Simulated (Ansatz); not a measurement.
```xyz
21

C    -2.355    0.087   -1.299
N    -1.005   -0.037   -0.818
C    -0.612    0.304    0.418
C     0.656    0.181    0.925
C     1.813   -0.336    0.254
O     2.918   -0.427    0.739
O     1.583   -0.743   -1.036
C     2.722   -1.258   -1.709
O    -1.636    0.797    1.127
C    -1.409    1.212    2.457
H    -2.379   -0.254   -2.333
H    -3.055   -0.521   -0.718
H    -2.703    1.123   -1.270
H    -0.283   -0.427   -1.401
H     0.850    0.497    1.936
H     3.509   -0.505   -1.771
H     2.383   -1.533   -2.707
H     3.118   -2.132   -1.189
H    -2.370    1.567    2.824
H    -0.678    2.024    2.497
H    -1.065    0.379    3.075
```

Total charge 0; spin multiplicity 1.

List the PBE0/def2-TZVPP orbital energies in eV (Ansatz). (Best estimate.)

The calculation gave: Occupied: -524.13, -523.50, -521.33, -392.04, -281.18, -280.94, -279.85, -279.26, -279.19, -277.52, -30.87, -30.40, -27.78, -26.47, -21.94, -20.81, -19.86, -19.30, -16.91, -16.15, -15.02, -14.90, -13.92, -13.74, -13.23, -12.70, -12.57, -12.56, -12.00, -11.42, -10.93, -10.88, -10.39, -10.26, -9.77, -8.35, -8.17, -7.40, -5.95. Lowest empty: 0.11, 1.08, 1.51, 1.81, 2.30, 2.49, 2.78, 2.88.
